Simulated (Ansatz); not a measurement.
Reaction (SMILES): C[N](C)[GeH3] [N-germyl-N-methylmethanamine] → C[N](C)[GeH2] + H atom (the Ge-H bond at the site shown breaks; other sites are not compared here)
Geometries: B3LYP-D3(BJ)/def2-TZVP minima from Ansatz (an electronic-structure program), one conformer each, not searched for the lowest. Frequencies are from Ansatz.

Quantity: bond dissociation energy (enthalpy at 298 K, with B3LYP-D3(BJ) rigid-rotor harmonic-oscillator terms), in kcal/mol. Valence correlation only, unless marked. Open shells are spin-unrestricted. Spin-orbit coupling is left out. The frozen core is the preceding noble-gas configuration, with the filled d and f shells of earlier blocks. Non-relativistic. Basis-set limits of correlation are two-point, X^-3; Hartree-Fock from the larger set. [CCSD(T)-MP2]/basis is that difference in the basis named.

```tsv
level	program	bond dissociation energy (kcal/mol)
HF/aug-cc-pVTZ	Ansatz	63.9
B3LYP-D4/def2-TZVPD	Ansatz + dftd4	77.0
PBE0/def2-TZVPD	Ansatz	76.0
r2SCANh/def2-TZVPD	Ansatz	76.3
wB97M-V/def2-TZVPD	Ansatz	79.8
wB97X-V/def2-TZVPD	Ansatz	81.3
MP2/cc-pVDZ	Ansatz	75.3
RI-MP2/CBS(cc-pVTZ,cc-pVQZ)	Ansatz	80.0
SCS-MP2/6-31G*	Ansatz	71.3
SCS-MP2/aug-cc-pVDZ	Ansatz	78.2
SCS-MP2/cc-pVTZ	Ansatz	81.1
CCSD/cc-pVQZ	Ansatz	81.2
RI-MP2/CBS(cc-pVTZ,cc-pVQZ)+[CCSD(T)-MP2]/cc-pVTZ	Ansatz	81.6
RI-MP2/CBS(cc-pVTZ,cc-pVQZ)+[CCSD(T)-MP2]/cc-pVQZ	Ansatz	81.4
CCSD(T)/CBS(cc-pVTZ,cc-pVQZ)	Ansatz	81.2
```
